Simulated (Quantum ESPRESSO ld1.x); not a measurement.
Values are calculated unless marked as measured or tabulated.
Task: The mean radii <r> (bohr) of the occupied orbitals of an atom or ion are listed with their occupations. Code: ld1.x of Quantum ESPRESSO 7.5. Model: Dirac Kohn-Sham, PBE, spin-unpolarised, spherical densities, point nucleus.

| orbital | occ. | <r> |
|---|---|---|
| 1s1/2 | 2 | 0.01604 |
| 2s1/2 | 2 | 0.06689 |
| 2p1/2 | 2 | 0.05488 |
| 2p3/2 | 4 | 0.06380 |
| 3s1/2 | 2 | 0.1734 |
| 3p1/2 | 2 | 0.1639 |
| 3p3/2 | 4 | 0.1799 |
| 3d3/2 | 4 | 0.1563 |
| 3d5/2 | 6 | 0.1612 |
| 4s1/2 | 2 | 0.3690 |
| 4p1/2 | 2 | 0.3676 |
| 4p3/2 | 4 | 0.3957 |
| 4d3/2 | 4 | 0.3901 |
| 4d5/2 | 6 | 0.3983 |
| 4f5/2 | 5 | 0.3769 |

Name the element and its charge. Open shells, if any, fill j = l - 1/2 first.

Result: Z = 82, lead, charge +31: Pb31+ in [Kr] 4d10 4f5. The 1s radius gives Z: for a bare nucleus <r> = (2 gamma + 1)/(2Z) with gamma = sqrt(1 - (Z/c)^2), 0.01587 bohr for Z = 82, and screening makes it slightly larger (0.01604 here). The occupations add up to 51, and the charge is Z minus that.
